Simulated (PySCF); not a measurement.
Basis-set dependence of excited states

Germyl cyanide, CH₃GeN.
SMILES: `N#[C][GeH3]`

TDDFT with PBE0 (PySCF), vertical singlets, core orbitals frozen in the response, spherical d and f functions. Isolated species at its PBE0-D3(BJ)/def2-SVP geometry, gas phase. The PBE0/6-31G* calculation is non-relativistic and has no spin–orbit coupling, an omission that weighs most on germanium.

Q: How do the low singlets change with the basis? Take 6-31G*, def2-SVP, def2-SVPD, aug-cc-pVDZ, def2-TZVP, def2-TZVPD and aug-cc-pVTZ.

A: 

```tsv
basis	functions	diffuse	S1 (eV)	S2 (eV)	S3 (eV)	S4 (eV)	S5 (eV)	LUMO (eV)	α (au)
6-31G*	66	no	7.24	7.61	7.61	8.34	8.34	0.10	36.6
def2-SVP	75	no	7.21	7.57	7.57	8.25	8.25	-0.15	39.1
def2-SVPD	102	yes	7.15	7.49	7.49	8.20	8.20	-0.36	45.8
aug-cc-pVDZ	109	yes	7.13	7.46	7.46	8.17	8.17	-0.48	46.6
def2-TZVP	128	no	7.13	7.46	7.46	8.20	8.20	-0.31	44.1
def2-TZVPD	155	yes	7.11	7.43	7.43	8.17	8.17	-0.38	46.6
aug-cc-pVTZ	220	yes	7.11	7.42	7.42	8.16	8.16	-0.49	46.9
```

States are compared by their number. Against the largest diffuse basis here (aug-cc-pVTZ, itself not a converged limit), sets without diffuse functions differ by up to 0.13 eV in S1 and 0.19 eV in S5; the smaller diffuse sets differ by up to 0.05 and 0.04 eV. State by state, the largest deviation of a set without diffuse functions is S1 0.13, S2 0.19, S3 0.19, S4 0.19, S5 0.19 eV. The same number needn't mean the same state in each row. Against aug-cc-pVTZ the polarisability deviates by -22% in 6-31G*, -17% in def2-SVP, -2% in def2-SVPD, -1% in aug-cc-pVDZ, -6% in def2-TZVP, -1% in def2-TZVPD.
